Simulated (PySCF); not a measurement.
Si(Cl)(Me)2(NH2) (C2H8ClNSi), SMILES C[Si](C)(N)Cl. Atoms are numbered in the order given.

```xyz
13

C     -0.8646    -0.8578    -1.5677
Si    -0.3494     0.0199     0.0000
C     -0.8646    -0.8578     1.5677
N     -1.0212     1.6110     0.0000
Cl     1.7681     0.0360     0.0000
H     -1.9616    -0.9481    -1.6185
H     -0.5201    -0.3082    -2.4584
H     -0.4255    -1.8666    -1.6088
H     -0.5201    -0.3082     2.4584
H     -1.9616    -0.9481     1.6185
H     -0.4255    -1.8666     1.6088
H     -0.9141     2.1861     0.8317
H     -0.9141     2.1861    -0.8317
```
Charge 0, spin multiplicity 1.

Geometry optimised at B3LYP-D3(BJ)/def2-SVP. The values are those of a single conformer.

All values below come from r2SCAN/def2-TZVP run with PySCF.

The molecule is in vacuum.

Computed frontier levels, gap, dipole moment and polarisability:
The highest occupied level is -6.55 eV and the lowest empty level is 0.65 eV. The orbital gap is 7.20 eV. The dipole moment is 1.91 D. The quadrupole, principal values (traceless, Buckingham form, about the centre of nuclear charge) is -8.59, 2.83, 5.76 D·Å and the mean static polarisability is 68.7 bohr³ (10.18 Å³). The polarisability, principal values is 65.0, 68.3, 72.9 bohr³.
